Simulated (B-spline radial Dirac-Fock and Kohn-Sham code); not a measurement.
Z = 44 (ruthenium), transition energy 365 keV. The computed values come from an atomic code on a B-spline grid: a Dirac-Hartree-Slater potential of the neutral atom with a Latter tail (no hole, which puts coefficients of high multipoles low close above an edge), finite nucleus with surface currents. Subshells that would emit electrons below 1 keV are left out.

Problem. A pure transition shows α(K) = 0.128, L1/L2 = 1.24 and L1/L3 = 2.07. What is its multipolarity?
A. E4
B. E1
C. E2
D. M4
E. M1
F. M3
G. M2
H. E3

Solution. A. For comparison, α(K), L1/L2, L1/L3 are E1 0.00325, 29.5, 19.9; E2 0.0122, 7.90, 8.70; E3 0.0403, 2.71, 3.96; M1 0.00881, 27.0, 80.0; M2 0.0340, 15.2, 35.3; M3 0.118, 9.74, 11.6; M4 0.404, 6.87, 5.27.
